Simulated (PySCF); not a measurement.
Predicted microwave data (PBE0-D3(BJ)/def2-SVP geometry optimisation, gas phase (PySCF 2.14.0)) for one isomer of C2H7O2PSi:

```
Rotational constants : A = 6117, B = 1055, C = 921.5 MHz
Dipole components    : |μa| = 0.25 D, |μb| = 1.12 D, |μc| = 0.69 D
Inertial defect      : -13.20 u·Å²
κ                    : -0.95
```

Problem. Which structure is it? (One computed conformer of each.)
A. `[PH2:1][SiH:2]1[O:3][CH2:4][CH2:5][O:6]1` with H–P1–Si2–O3 177° and -89°, P1–Si2–O3–C4 -98°, Si2–O3–C4–C5 -30°, O3–C4–C5–O6 35°, C4–C5–O6–Si2 -24°
B. `[CH3:1][C:2](=[O:3])[O:4][SiH2:5][PH2:6]` with C1–C2–O4–Si5 180°, C2–O4–Si5–P6 -177°, O4–Si5–P6–H -81° and -174°

Solution. B. It is CC(=O)O[SiH2]P, a near-prolate asymmetric top. The candidates at the same level (rigid rotor, commonest isotopes):

```csv
SMILES,A (MHz),B (MHz),C (MHz),μa (D),μb (D),μc (D),Δ (u·Å²),point group,rotor
CC(=O)O[SiH2]P,6117,1055,921.5,0.25,1.12,0.69,-13.20,–,near-prolate asymmetric top
P[SiH]1OCCO1,4675,1567,1422,0.87,0.10,0.08,-75.31,C1,near-prolate asymmetric top
```

`P[SiH]1OCCO1` has C 54 % too high. No structure here is proved a minimum.
